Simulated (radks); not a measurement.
Charge is removed step by step from the 3s down level of neutral scandium, starting from [Ne] 3s(up 1, down 1) 3p6 3d1 4s2. All-electron calculation, scalar-relativistic Kohn-Sham, PBE, spin-polarised, spherical densities, finite nucleus; open shells are filled with parallel spins first; Fermi nuclear charge, rms radius 3.5459 fm. Program: a radial shooting solver on a logarithmic mesh with Libxc functionals.

removed (e),E - E(0) (eV),eigenvalue (eV),E minus straight line (eV)
0,0.000,-54.566,0.000
0.1,5.514,-55.742,-0.583
0.2,11.149,-56.965,-1.046
0.3,16.907,-58.229,-1.385
0.4,22.794,-59.529,-1.595
0.5,28.813,-60.860,-1.674
0.6,34.966,-62.219,-1.618
0.7,41.256,-63.604,-1.425
0.8,47.686,-65.011,-1.093
0.9,54.257,-66.440,-0.618
1,60.973,-67.888,0.000

Removing the whole electron costs 60.973 eV by Delta-SCF, against 54.566 eV from minus the eigenvalue at the starting occupation. Slater's transition state (half an electron removed) gives 60.860 eV. Integrating minus the eigenvalue over the occupation (Janak's theorem) gives 60.980 eV. In this scalar-relativistic scheme the density is built from large components alone, so the theorem holds only approximately. The mean slope of the eigenvalue, de/dn, is 13.3 eV per electron.
